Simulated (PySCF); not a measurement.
How methods differ on the ionisation energy of Pt³⁹⁺

Pt³⁹⁺ [Kr] 4d3 [4d3/2^3, M_J = 3/2] → Pt⁴⁰⁺ [Kr] 4d2 [4d3/2^2, M_J = 2], as a difference of total energies. Calculation: PySCF 2.14, in an uncontracted even-tempered set (16 s from 4.6 bohr⁻², ratio 2.8; 14 p from 5.9 bohr⁻², ratio 2.8; 9 d from 5.9 bohr⁻², ratio 2.8; 3 f from 22 bohr⁻², ratio 3); the two-component X2C-1e Hamiltonian. Correlated levels: [Ar] 3d10 frozen; the 90 highest virtual spinors dropped. "Screened" scales the spin-orbit matrix elements by Boettger's factors to mimic the two-electron term; Breit and QED terms are absent.

```csv
method,ionisation energy (eV)
GHF (spin-free),1812.1
GMP2 (spin-free),1812.1
GHF (screened spin-orbit),1821.6
GMP2 (screened spin-orbit),1822.1
```

Breit and QED terms and the two-electron picture change are absent.

The spin-free rows relax to the high-spin LS determinant and lack the spin-orbit shift.

The labels give the starting determinants; with spin-orbit coupling the two ends relaxed to ⟨J²⟩ = 3.77, ⟨L²⟩ = 7.80, ⟨S²⟩ = 2.15 and ⟨J²⟩ = 6.01, ⟨L²⟩ = 10.22, ⟨S²⟩ = 1.59.

For comparison: 1821 ± 4 eV (theoretical estimate listed by NIST; NIST Atomic Spectra Database, ionization energies).
